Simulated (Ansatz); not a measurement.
Consider the ligand exchange at the Si–Cl bond: `Cl[SiH]1CO1` + H₂S → `S[SiH]1CO1` + HCl.

Program: Ansatz. Geometries: PBE0-D4/def2-TZVP. ΔE: electronic, gas phase. CBS: MP2 limit from def2 TZ/QZ plus the TZ coupled-cluster correction, frozen cores. This one scheme is used for every species. DFT in def2-TZVPP. One conformer a species, not always the lowest.

```json
{"level": "BLYP-D4", "ΔE (eV)": "0.37"}
{"level": "MP2/def2-SVP", "ΔE (eV)": "0.40"}
{"level": "MP2/def2-TZVPP", "ΔE (eV)": "0.38"}
{"level": "CCSD/CBS(def2)", "ΔE (eV)": "0.39"}
```

Question: What does CCSD(T)/CBS give? (Best estimate.)

Answer: Computed: +0.37 eV. The listed levels differ from it by 0.00, 0.03, 0.01, 0.02 eV.

Question: What do rigid-rotor, harmonic-oscillator terms from PBE0-D4/def2-TZVP frequencies (298.15 K, 1 bar) make of the CCSD(T)/CBS value? (Best estimate.)

Answer: Computed: ΔZPE = -0.01 eV, ΔH = +0.37 eV, ΔS = -3 J/(mol·K), ΔG = +0.38 eV.

Largest T1 diagnostic among the species: 0.013.

Leaving LDA and LC-ωPBE aside and taking each functional with its dispersion term where it has one, the values, not all of them listed here, spread over 0.09 eV, from revPBE-D4 to BHLYP-D4. From BLYP to BHLYP (50 % exact exchange), in def2-TZVPP and without D4, ΔE moves by +0.03 eV. In def2-TZVPP, CCSD(T) changes the Hartree–Fock value by −0.11 eV (the triples alone add −0.02 eV) and MP2 by −0.10 eV.
